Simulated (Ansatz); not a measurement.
A structure relaxed at PBE0-D4/def2-TZVP, charge 0, multiplicity 1:

Cartesian coordinates in Å:
```
O -0.7157 -0.9354 -0.7777
Ti 0.2610 0.1701 0.1465
Br 2.5198 -0.3319 -0.1609
Br -0.1806 2.3504 -0.5563
Br -0.3035 -0.0148 2.4025
H -1.5810 -1.2385 -1.0542
```

Q: Give its formula and SMILES.

A: Br3HOTi, `[OH][Ti]([Br])([Br])[Br]`.

Q: Point group (tolerance 0.08 Å, 0.16 Å for H)?

A: Cs.

Q: Summarise the bond lengths by kind.

A: 1 × O–Ti 1.741 Å; 1 × H–O 0.958 Å; 3 × Br–Ti 2.333 to 2.334 Å.

Results of the Gaussian-basis code of Ansatz.
